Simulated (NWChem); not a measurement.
**A calculation on CuF**

```xyz
2

Cu     0.0000     0.0000    -0.4146
F      0.0000     0.0000     1.3359
```
Charge 0, spin multiplicity 1.

The numbers come from NWChem runs, not from measurements. Structure: optimised with B3LYP/def2-SVP, a minimum by its harmonic frequencies.

Symmetry labels belong to the abelian group C2v used in the runs, with the axes of the coordinates shown; states degenerate in a higher group split over its labels.

The structure started from a generated list of species.

Q: List the lowest 3 singlet excitations that TD-CAM-B3LYP/def2-SVPD gives, with oscillator strengths.

A: 
```json
[
 {"state": "1", "symmetry": "b2", "energy (eV)": "2.26", "wavelength (nm)": "549", "f": "0.006"},
 {"state": "2", "symmetry": "b1", "energy (eV)": "2.26", "wavelength (nm)": "549", "f": "0.006"},
 {"state": "3", "symmetry": "a1", "energy (eV)": "2.32", "wavelength (nm)": "535", "f": "0.005"}
]
```
